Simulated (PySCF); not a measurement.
Electronic structure of Be⁺ (beryllium, charge +1) at the PBE0 level

Configuration: [He] 2s1, 2S determinant. Computed with PySCF 2.14 in 6-31G*, with no relativity, point nucleus.

```
Total energy                                     : -14.3045 hartree
One-electron energy                              : -17.6010 hartree
Hartree (Coulomb) energy                         : 5.8254 hartree
Exchange-correlation energy                      : -2.5289 hartree
Kinetic energy                                   : 14.21135 hartree
⟨S²⟩                                             : 0.7500
⟨L²⟩                                             : 0.000
Sum of ⟨r⟩                                       : 3.110 bohr
Sum of ⟨r²⟩                                      : 6.531 bohr²
Density at the nucleus (Gaussians lack the cusp) : 32.7 bohr⁻³
Spin density at the nucleus                      : 0.780 bohr⁻³
Langevin diamagnetic susceptibility              : -5.17 ×10⁻⁶ cm³/mol
Time after the integrals                         : 0.06 s of wall time on 1 thread of Neoverse-N1 (shared host)
```

| shell | electrons | mean orbital energy (hartree) | rms radius, mean of both spins (bohr) |
| --- | --- | --- | --- |
| 1s α | 1 | -4.54457 | 0.487 |
| 1s β | 1 | -4.52255 | 0.487 |
| 2s α | 1 | -0.56927 | 2.46 |
